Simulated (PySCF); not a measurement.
## Electronic absorption of SiCl2(NHMe)2

Compound: SiCl2(NHMe)2, C2H8Cl2N2Si.
InChI=1S/C2H8Cl2N2Si/c1-5-7(3,4)6-2/h5-6H,1-2H3

Method used: PySCF 2.14.0, density-fitted response routines, TDDFT PBE0/def2-SVPD, vertical, gas phase, core orbitals frozen in the response. Isolated species at its PBE0-D3(BJ)/def2-SVP geometry (one conformer only).

Q: List the vertical singlet excitations with oscillator strengths and describe the spectrum.

A: 

```csv
state,E (eV),E (kJ/mol),λ (nm),f,"main configurations (H = HOMO, L = LUMO)"
S1,6.35,613,195.2,0.0087,H→L (87%)
S2,6.44,621,192.6,0.0095,H-1→L (84%)
S3,6.92,668,179.2,0.015,"H-1→L+1 (70%), H→L+1 (16%)"
S4,7.11,686,174.5,0.016,"H→L+1 (55%), H→L+3 (15%), H-1→L+1 (12%)"
S5,7.26,701,170.7,0.015,"H→L+2 (73%), H→L+1 (9%)"
S6,7.34,709,168.8,0.0088,H-1→L+2 (74%)
S7,7.58,731,163.6,0.055,"H→L+3 (66%), H→L+1 (12%)"
S8,7.67,740,161.6,0.044,H-1→L+3 (82%)
S9,7.70,743,161.1,0.014,"H→L+4 (73%), H-1→L+4 (10%)"
S10,7.88,761,157.2,0.026,"H-1→L+4 (59%), H→L+4 (9%)"
```

Triplets, Tamm–Dancoff:

| state | E (eV) | λ (nm) | main configurations (H = HOMO, L = LUMO) |
| --- | --- | --- | --- |
| T1 | 6.09 | 203.5 | H→L (77%), H-1→L (9%) |
| T2 | 6.22 | 199.3 | H-1→L (73%), H→L (8%) |
| T3 | 6.71 | 184.7 | H-1→L+1 (68%), H→L+1 (20%) |
| T4 | 6.81 | 182.1 | H→L+1 (57%), H-1→L+1 (16%) |

The lowest singlet lies at 6.35 eV (195 nm, vacuum ultraviolet) and is weak; its leading configuration is HOMO→LUMO (87%). The strongest level in the table is S7 at 7.58 eV (164 nm, f = 0.055). Löwdin shares by element: HOMO nitrogen 58%, carbon 11% or more, silicon 6% (atoms not listed hold the other 25%); LUMO chlorine 29%, silicon 22%, hydrogen 9% or more (atoms not listed hold the other 41%). Weighted by f, the mean energy of these states is 7.43 eV. Of the 10 states listed, 7 reach f = 0.01 and none stays under 0.0005. Orbital energies (eV): HOMO-3 -9.22, HOMO-2 -8.90, HOMO-1 -7.42, HOMO -7.38, LUMO 0.19, LUMO+1 0.79, LUMO+2 1.00. No computed singlet lies in the visible range (380 to 750 nm); the lowest, at 195 nm, stands 3.09 eV above its violet end (3.26 eV). Singlets were solved by full linear response, triplets in the Tamm–Dancoff approximation.

Hardware: one thread, Arm Neoverse V1 (aarch64), on a shared host. Cost: 80 s (with the writing of density and orbital grids), 0.94 GiB resident at most.

Without π bonds the low states are Rydberg-like; a valence basis with one diffuse set may place them up to an eV too high.
